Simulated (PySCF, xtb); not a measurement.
C₄H₈OSi, SMILES OCC[SiH2]C#C.

xtb with GFN2-xTB at its own geometry gives an orbital gap of 5.01 eV and a dipole moment of 1.74 D.

Coordinates come from a r2SCAN-D4/def2-SVP optimisation. The structure was generated by enumeration, and PubChem lists no compound with its InChIKey, so it may never have been made. One conformer was computed; it need not be the lowest.

Q: What does CAM-B3LYP/def2-TZVP (PySCF) give? (The exact figures need the calculation; the answer reports its results.)

A: gap 10.22 eV (levels -9.26 and 0.96 eV), dipole 1.74 D.
